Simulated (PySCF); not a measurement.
B(F)2(SiMe3), SMILES B(F)([Si](C)(C)C)F (GFN2-xTB optimised geometry):

```
16

B      1.062    -1.387     0.000
F      0.579    -2.618     0.023
F      2.384    -1.387     0.000
Si    -0.063     0.263     0.000
C      0.807     1.708    -0.904
C     -0.405     0.830     1.799
C     -1.754    -0.037    -0.842
H      0.217     2.618    -0.853
H      1.777     1.920    -0.463
H      0.970     1.483    -1.954
H      0.517     1.051     2.329
H     -0.931     0.065     2.364
H     -1.015     1.728     1.816
H     -2.292    -0.852    -0.365
H     -1.639    -0.295    -1.891
H     -2.384     0.846    -0.790
```

Method: PySCF 2.14.0 with B3LYP/def2-TZVP.

**Question.** What are the frontier orbital energies and the dipole moment?

**Answer.** HOMO-2 -8.49 eV, HOMO-1 -8.44 eV, HOMO -8.34 eV, LUMO -1.17 eV, LUMO+1 0.46 eV; dipole moment 1.77 D.

On the same geometry PBE/def2-TZVP (PySCF) gives HOMO-2 -7.39 eV, HOMO-1 -7.33 eV, HOMO -7.14 eV, LUMO -1.87 eV, LUMO+1 0.05 eV; dipole moment 1.70 D.

Meta-Löwdin charges at B3LYP/def2-TZVP: B1 0.43, F2 -0.29, F3 -0.29, Si4 0.79, C5 -0.58, C6 -0.58, C7 -0.58, H8 0.12, H9 0.12, H10 0.12, H11 0.12, H12 0.12, H13 0.12, H14 0.12, H15 0.12, H16 0.12.
